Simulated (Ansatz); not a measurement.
`C[S][Al]([F])[Cl]` and `C[S][Al]([Cl])[Cl]` differ in one atom or group.

Ansatz, PBE0-D4/def2-TZVP geometries, multiplicity 1. Each molecule was computed in one conformer, which needn't be the lowest.

| property | `C[S][Al]([F])[Cl]` |
| --- | --- |
| HOMO energy (ωB97M-V/def2-TZVPP) / eV | -9.76 |
| HOMO energy (PBE0/def2-TZVPP) / eV | -7.60 |
| zero-point energy (PBE0-D4/def2-TZVP) / kJ/mol | 114.8 |
| LUMO energy (PBE0/def2-TZVPP) / eV | -0.91 |
| HOMO–LUMO gap (PBE/def2-TZVPP) / eV | 4.64 |
| HOMO energy (B3LYP/def2-TZVPP) / eV | -7.35 |

Task: Give the same properties after the change, and the shifts. (Estimate.)

Result: The calculation gave: 
```csv
property,`C[S][Al]([Cl])[Cl]`,shift
HOMO energy (ωB97M-V/def2-TZVPP) / eV,-9.75,0.01
HOMO energy (PBE0/def2-TZVPP) / eV,-7.59,0.01
zero-point energy (PBE0-D4/def2-TZVP) / kJ/mol,112.1,-2.7
LUMO energy (PBE0/def2-TZVPP) / eV,-0.88,0.03
HOMO–LUMO gap (PBE/def2-TZVPP) / eV,4.68,0.04
HOMO energy (B3LYP/def2-TZVPP) / eV,-7.34,0.01
```

B3LYP here is the variant with VWN-RPA as its local correlation; programs differ in this.
